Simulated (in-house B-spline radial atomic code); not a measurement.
The numbers below are computed, except where a source is named.
# As ion on Hf atom: potential, deflection and energy transfer

The pair potential comes from two frozen, spherical free-atom densities (PBE, B-spline radial code, scalar-relativistic past argon): electrostatics plus the change in Thomas-Fermi kinetic and Dirac exchange energy where they overlap, the recipe behind the universal ZBL potential, which averages such potentials (from solid-state densities) over many pairs. It is written V = (Z1 Z2 e²/r) φ(r/a), with e² = 14.3996 eV·Å and a = 0.46850 Å/(Z1^0.23 + Z2^0.23); ZBL's fit is φ = 0.18175 e^(−3.1998x) + 0.50986 e^(−0.94229x) + 0.28022 e^(−0.4029x) + 0.02817 e^(−0.20162x). Where φ falls below 4e-4 it is continued as an exponential.

Masses 74.92 and 178.49 u.

```json
{"x = r/a": "0.1", "φ, this pair": "0.8837", "φ, ZBL": "0.8928"}
{"x = r/a": "0.5", "φ, this pair": "0.6052", "φ, ZBL": "0.6096"}
{"x = r/a": "1.5", "φ, this pair": "0.2958", "φ, ZBL": "0.2995"}
{"x = r/a": "3", "φ, this pair": "0.1269", "φ, ZBL": "0.1292"}
{"x = r/a": "5", "φ, this pair": "0.05006", "φ, ZBL": "0.05224"}
{"x = r/a": "8", "φ, this pair": "0.01555", "φ, ZBL": "0.01705"}
{"x = r/a": "12", "φ, this pair": "0.004465", "φ, ZBL": "0.00474"}
{"x = r/a": "17", "φ, this pair": "0.001244", "φ, ZBL": "0.001212"}
```

(1) At x = 1 the electrostatic, kinetic and exchange parts are 102279.98, 46862.36 and -1143.39 eV. Find r, V and φ.

(2) The ion comes in at 50.9 keV with impact parameter 0.1909 Å. The scattering integral gives a centre-of-mass angle of 57.11° and a closest approach of 2.817 a. What are the reduced energy, the energy passed on and the laboratory angles?

## Answers

(1) a = 0.46850/(2.2349 + 2.6742) = 0.09544 Å, so r = 0.09544 Å. V = 102279.98 + 46862.36 + (-1143.39) = 147998.95 eV. The bare repulsion is 33 × 72 × 14.3996/0.09544 = 358500 eV, so φ = 0.4128, -0.9 % against ZBL's 0.4164. The kinetic (Pauli) term is 32 % of V here.

(2) ε = E a M2/(Z1 Z2 e² (M1 + M2)) = 50900 × 1.9647e-06 = 0.1. The most that one collision can pass on is γE with γ = 4 M1 M2/(M1 + M2)² = 0.8330. Here T = γE sin²(θ/2) = 0.8330 × 50900 × 0.2285 = 9686 eV. The ion turns by arctan(sin θ/(cos θ + M1/M2)) = 41.1°, and the struck atom leaves at (180° − θ)/2 = 61.4°. The closest approach is 0.269 Å. With ZBL the angle would be 57.39° and T = 9775 eV.
